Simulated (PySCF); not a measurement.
# Tc³⁵⁺ (technetium, charge +35) across methods

[He] 2s2 2p4, high-spin 3P determinant. Computed with PySCF 2.14 in an even-tempered Gaussian basis (19 s from 12 bohr⁻², ratio 2.2; 12 p from 15 bohr⁻², ratio 2.2; 6 d from 68 bohr⁻², ratio 2.4; 5 f from 100 bohr⁻², ratio 2.4; 4 g from 150 bohr⁻², ratio 2.4), with the spin-free X2C one-electron Hamiltonian (Gaussian nucleus).

```tsv
method	E (hartree)	mean ε 2s β (eV)	mean ε 2p α (eV)	mean ε 2p β (eV)	Σ⟨r²⟩ (bohr²)	⟨S²⟩
r2SCAN	-3068.86	-5069.5	-4847.5	-4814.8	0.1265	2.000
r2SCAN0	-3068.85	-5087.3	-4868.2	-4834.2	0.1265	2.000
B97-3	-3068.62	-5084.8	-4861.3	-4828.9	0.1266	2.000
UHF	-3068.48678	-5139.3	-4929.1	-4891.0	0.1265	2.000
PBE0	-3068.55	-5082.5	-4859.7	-4827.3	0.1266	2.000
PBE	-3068.48	-5062.9	-4836.2	-4805.6	0.1267	2.000
LDA	-3063.99	-5058.3	-4833.3	-4799.0	0.1268	2.000
```

Spin-orbit coupling is strong in this species (close to jj coupling), so the high-spin LS determinant is a model state, not a physical level.
